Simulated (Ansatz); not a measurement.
Consider the hydrogenolysis of the Si–O bond: `S[SiH2][O][GeH3]` + H₂ → `[SiH3]S` + `[OH][GeH3]`.

Program: Ansatz. Geometries: PBE0-D4/def2-TZVP. ΔE: electronic, gas phase. CCSD(T)/CBS adds triple-zeta CCSD(T) − MP2 to the extrapolated MP2 energy (def2 sets, frozen cores). This one scheme is used for every species. DFT in def2-TZVPP. For Ge outer-core shells are correlated without core-valence functions, which leaves a few kJ/mol of doubt a bond. Scalar relativity is left out up to krypton. One conformer a species, not always the lowest.

| level | ΔE (kJ/mol) |
| --- | --- |
| PBE-D4 | 92.0 |
| BLYP-D4 | 102.2 |
| r2SCAN-D4 | 102.3 |
| PBE | 83.2 |
| revPBE | 78.0 |
| r2SCAN0 | 98.2 |
| RPA@PBE/def2-TZVPP | 96.2 |
| CCSD(T)/def2-SVP | 87.4 |

Problem. What does CCSD(T)/CBS give? (Estimate.)

Solution. Ansatz gave: +102.5 kJ/mol. The listed levels differ from it by -10.5, -0.3, -0.2, -19.3, -24.5, -4.3, -6.3, -15.1 kJ/mol.

Problem. What do rigid-rotor, harmonic-oscillator terms from PBE0-D4/def2-TZVP frequencies (298.15 K, 1 bar) make of the CCSD(T)/CBS value? (Estimate.)

Solution. Ansatz gave: ΔZPE = +13.8 kJ/mol, ΔH = +111.8 kJ/mol, ΔS = 41 J/(mol·K), ΔG = +99.6 kJ/mol. Modes under 50 cm⁻¹ make the entropy rough.

Largest T1 diagnostic among the species: 0.012.

Leaving LDA and LC-ωPBE aside and taking each functional with its dispersion term where it has one, the values, not all of them listed here, spread over 13.6 kJ/mol, from PBE-D4 to BHLYP-D4. LDA lies +9.6 kJ/mol from PBE without D4. At CCSD(T), def2-SVP lies −15.1 kJ/mol from the extrapolated value and def2-TZVPP −2.5 kJ/mol. In def2-TZVPP, CCSD(T) changes the Hartree–Fock value by +9.7 kJ/mol (the triples alone add +3.3 kJ/mol) and MP2 by +17.5 kJ/mol.

CCSD(T)/CBS has its own doubt, a few kJ/mol and more with outer-core shells, so smaller differences from it don't rank the levels.
